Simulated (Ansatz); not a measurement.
B$_{2}$H$_{6}$OSi, SMILES `B[SiH](B)O`, relaxed with RKS PBE-D4/def2-SVP in Ansatz 0.2.0 from a rough embedded geometry. The force threshold is 0.03 eV/Å; the program also tests the step.

Total charge 0; spin multiplicity 1.

Start:

```xyz
10

B     0.749   -1.317    0.319
Si   -0.250    0.273    0.390
B    -1.006    0.569   -1.346
O     0.784    1.662    0.807
H     0.491   -2.257    1.067
H     1.725   -1.460   -0.387
H    -1.327    0.171    1.363
H    -1.895   -0.039   -1.705
H    -0.257    0.961   -2.260
H     0.987    1.436    1.752
```

**Question.** How much energy does the relaxation release, and in how many steps? (An estimate is asked.)

**Answer.** The calculation gave: 75.11 kJ/mol, in 13 steps, 1 of them rejected.

**Question.** Which bonds change most? (Estimate.)

**Answer.** Computed: B1–Si2 from 1.879 to 2.008 Å; Si2–O4 from 1.782 to 1.694 Å; Si2–B3 from 1.916 to 2.000 Å; B3–H8 from 1.135 to 1.217 Å.

**Question.** Give the relaxed structure. (Estimate.)

**Answer.** Ansatz gave: 
```xyz
10

B     0.798   -1.412    0.433
Si   -0.152    0.356    0.381
B    -1.037    0.498   -1.407
O     0.773    1.728    0.743
H     0.152   -2.423    0.227
H     1.990   -1.531    0.664
H    -1.283    0.159    1.388
H    -1.855   -0.350   -1.712
H    -0.766    1.368   -2.211
H     1.380    1.607    1.493
```
